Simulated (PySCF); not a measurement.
**LiZn⁺ at PBEsol**

Computed with PBEsol; PySCF, spin-free X2C with a Gaussian nucleus, basis sets Li x2c-SVPall, Zn x2c-SVPall.

```
state                                                                                                              : ¹Σ⁺ (singlet), closed shell
bond length                                                                                                        : 2.653 Å
harmonic wavenumber                                                                                                : 255 cm⁻¹
force constant                                                                                                     : 0.242 mdyn/Å
rotational constant Be                                                                                             : 0.3789 cm⁻¹
anharmonicity ωexe                                                                                                 : 3.16 cm⁻¹
vibration–rotation constant αe                                                                                     : 0.00674 cm⁻¹
well depth De to Li⁺ + Zn                                                                                          : 59 kJ/mol
dissociation energy D0                                                                                             : 57 kJ/mol
HOMO–LUMO gap                                                                                                      : 4.53 eV
bond order (Mayer)                                                                                                 : 0.42
dipole moment (positive dipole points towards Zn; it is taken about the centre of mass and depends on that origin) : -8.17 D
```

Closed-shell solutions of metal pairs were not tested for spin polarisation, which can lower them a little. For an ion De counts to the pair picked by the measured ionisation energies or electron affinities, which need not be the lowest pair at this level.
